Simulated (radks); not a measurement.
Results of a calculation; reference values are marked as such.
Orbital eigenvalues (eV) of the scandium ion Sc+, [Ar] 3d1 4s1, at several levels of relativity; Dirac values are averaged over j with weights 2j + 1. Spin-unpolarised spherical Kohn-Sham, LDA (Slater exchange, Perdew-Wang correlation), point nucleus unless stated (finite: rms radius 3.5459 fm), a radial shooting solver on a logarithmic mesh with Libxc functionals. A level marked "c x" has the speed of light scaled by that factor and shares open shells by 2j + 1; other Dirac levels either fill j = l - 1/2 first or share by 2j + 1.

shell,non-rel.,scalar-rel.,"Dirac, low j first","Dirac, 2j+1 shares, finite nucleus","change of magnitude, last against first (%)"
1s,-4366.0,-4392.3,-4391.7,-4391.7,+0.59
2s,-475.28,-480.04,-479.93,-479.95,+0.98
2p,-394.57,-395.12,-395.01,-395.03,+0.12
3s,-61.166,-61.795,-61.778,-61.787,+1.02
3p,-40.606,-40.639,-40.626,-40.634,+0.07
3d,-10.359,-10.229,-10.224,-10.230,-1.25
4s,-9.8929,-9.9532,-9.9509,-9.9526,+0.60
4p (empty),-6.4743,-6.4712,-6.4698,-6.4709,-0.05
5s (empty),-2.9466,-2.9560,-2.9556,-2.9559,+0.32
